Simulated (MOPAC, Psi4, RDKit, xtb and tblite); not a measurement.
Conformational energy of SMILES O=C(O)[SiH2][SiH2]S (CH6O2SSi2), singlet. Scanned: dihedral O1–C2–Si4–Si5; all other coordinates were relaxed at B3LYP-D3(BJ)/def2-SVP. Points at φ and −φ are mirror images.

Geometry of the scan point at -60° (Å):
```
12

O      4.4453    -0.8073     2.8275
C      3.9413    -1.8174     2.3974
O      3.9347    -2.9783     3.0805
Si     3.0444    -1.8659     0.6861
Si     1.3012    -0.3061     0.8811
S      0.1484    -0.4692    -0.9458
H      4.3949    -2.8133     3.9269
H      4.0387    -1.4290    -0.3316
H      2.5380    -3.2274     0.3607
H      1.8654     1.0624     1.0548
H      0.4777    -0.6295     2.0836
H     -0.7212     0.5236    -0.6415
```

Methods: GFN2-xTB, on its own relaxed geometries (the stored frames are those of B3LYP-D3(BJ)/def2-SVP) (xtb and tblite); MMFF94 // B3LYP-D3(BJ)/def2-SVP (RDKit); B3LYP/def2-TZVP // B3LYP-D3(BJ)/def2-SVP (Psi4); B3LYP-D3(BJ)/def2-TZVP // B3LYP-D3(BJ)/def2-SVP (Psi4); PBE/def2-TZVP // B3LYP-D3(BJ)/def2-SVP (Psi4); PBE-D3(BJ)/def2-TZVP // B3LYP-D3(BJ)/def2-SVP (Psi4); MP2/cc-pVTZ = DF-MP2 (frozen core)/cc-pVTZ // B3LYP-D3(BJ)/def2-SVP in Psi4 1.11; HF/cc-pVTZ // B3LYP-D3(BJ)/def2-SVP (Psi4); UFF // B3LYP-D3(BJ)/def2-SVP (RDKit); AM1, restricted, heats of formation // B3LYP-D3(BJ)/def2-SVP (MOPAC); PM6, restricted, heats of formation // B3LYP-D3(BJ)/def2-SVP (MOPAC).

Least-squares fit of E(φ) = a0 + Σ (a_n cos nφ + b_n sin nφ), n = 1 to 4, to the 12 scan points, in kJ/mol above the lowest point of each profile (levels whose profile four harmonics don't fit are not listed):

```json
[
 {"method": "GFN2-xTB", "a0": "1.76", "a1": "-0.83", "b1": "0.00", "a2": "-0.65", "b2": "0.00", "a3": "-0.23", "b3": "0.00", "a4": "-0.02", "b4": "0.00", "rms of fit": "0.02"},
 {"method": "MMFF94", "a0": "7.92", "a1": "-9.80", "b1": "0.00", "a2": "0.95", "b2": "0.00", "a3": "1.60", "b3": "0.00", "a4": "-0.01", "b4": "0.00", "rms of fit": "0.32"},
 {"method": "B3LYP/def2-TZVP", "a0": "0.60", "a1": "-0.23", "b1": "0.00", "a2": "0.55", "b2": "0.00", "a3": "0.04", "b3": "0.00", "a4": "-0.06", "b4": "0.00", "rms of fit": "0.02"},
 {"method": "B3LYP-D3(BJ)/def2-TZVP", "a0": "0.26", "a1": "-0.28", "b1": "0.00", "a2": "0.26", "b2": "0.00", "a3": "-0.02", "b3": "0.00", "a4": "0.01", "b4": "0.00", "rms of fit": "0.01"},
 {"method": "PBE/def2-TZVP", "a0": "0.79", "a1": "0.12", "b1": "0.00", "a2": "0.73", "b2": "0.00", "a3": "0.18", "b3": "0.00", "a4": "-0.07", "b4": "0.00", "rms of fit": "0.02"},
 {"method": "PBE-D3(BJ)/def2-TZVP", "a0": "0.61", "a1": "0.12", "b1": "0.00", "a2": "0.59", "b2": "0.00", "a3": "0.14", "b3": "0.00", "a4": "-0.03", "b4": "0.00", "rms of fit": "0.01"},
 {"method": "MP2/cc-pVTZ", "a0": "0.61", "a1": "-0.44", "b1": "0.00", "a2": "-0.10", "b2": "0.00", "a3": "-0.15", "b3": "0.00", "a4": "0.10", "b4": "0.00", "rms of fit": "0.02"},
 {"method": "HF/cc-pVTZ", "a0": "1.63", "a1": "-0.99", "b1": "0.00", "a2": "-0.29", "b2": "0.00", "a3": "-0.39", "b3": "0.00", "a4": "0.04", "b4": "0.00", "rms of fit": "0.02"},
 {"method": "UFF", "a0": "5.00", "a1": "-5.20", "b1": "0.00", "a2": "0.47", "b2": "0.00", "a3": "2.51", "b3": "0.00", "a4": "-0.76", "b4": "0.00", "rms of fit": "0.30"},
 {"method": "AM1", "a0": "4.15", "a1": "1.95", "b1": "0.00", "a2": "4.14", "b2": "0.00", "a3": "-0.01", "b3": "0.00", "a4": "-0.18", "b4": "0.00", "rms of fit": "0.17"},
 {"method": "PM6", "a0": "2.61", "a1": "1.45", "b1": "0.00", "a2": "-1.79", "b2": "0.00", "a3": "-0.40", "b3": "0.00", "a4": "0.23", "b4": "0.00", "rms of fit": "0.06"}
]
```

MMFF94 has few fitted parameters for silicon.
